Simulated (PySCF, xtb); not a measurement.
C₃H₁₁NSi₂, SMILES C=C(N(C)[SiH3])[SiH3].

GFN2-xTB run with xtb at its own geometry gives an orbital gap of 3.74 eV and a dipole moment of 0.90 D.

Geometry optimised at B3LYP-D3(BJ)/def2-SVP. This is a generated structure with no PubChem entry under its InChIKey; it may be hypothetical. The values are those of a single conformer.

### Question
What does PBE/def2-TZVP run with PySCF give? (Estimate from the structure and the level; the computed values follow.)

### Answer
gap 4.30 eV (levels -5.13 and -0.82 eV), dipole 1.41 D.
